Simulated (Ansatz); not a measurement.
Total energies of Ge6H12, a cluster cut from cubic germanium from Ansatz at PBE-D4/def2-SVP, gas phase (1 Eh = 27.2114 eV = 2625.5 kJ/mol). The reference geometry is relaxed at PBE0-D4/def2-SVP.

```xyz
18

Ge   -1.064   -0.830   -1.892
Ge    2.275   -0.429    0.206
Ge   -1.242    0.073    1.963
Ge   -2.275    0.430   -0.206
Ge    1.064    0.830    1.892
Ge    1.242   -0.074   -1.963
H    -1.732   -0.673   -3.274
H    -1.090   -2.326   -1.514
H     3.761   -0.013    0.177
H     2.205   -1.930    0.555
H    -2.026    0.812    3.068
H    -1.265   -1.435    2.287
H    -2.203    1.931   -0.554
H    -3.761    0.016   -0.177
H     1.089    2.326    1.515
H     1.732    0.674    3.274
H     1.265    1.434   -2.289
H     2.025   -0.815   -3.068
```

```tsv
state	geometry	energy (Eh)
charge 0 singlet	reference	-12465.83504
charge -1 doublet	reference	-12465.80581
free Ge atom (triplet)	–	-2076.34106
free H atom (doublet)	–	-0.49863
```

**Question.** Work out the vertical electron affinity, to the doublet.

**Answer.** E(charge 0 singlet) − E(charge -1 doublet) = -12465.83504 − (-12465.80581) = -0.02923 Eh = -0.80 eV; negative, so the extra electron isn't bound. The basis lacks diffuse functions, which makes affinities too small.

**Question.** What is the binding energy per atom against free atoms?

**Answer.** Atoms: 6 × (-2076.34106) + 12 × (-0.49863) = -12464.02992 Eh. Binding: -12464.02992 − (-12465.83504) = 1.80512 Eh = 49.12 eV, or 2.73 eV for each of 18 atoms (no zero-point energy, no counterpoise term).

At PBE-D4/def2-SVP the highest occupied level of the charge -1 doublet lies above zero (up to 2.76 eV). By energy differences it is unbound by 0.80 eV (vertical, to the charge 0 singlet, at PBE-D4/def2-SVP) and held by the finite basis.
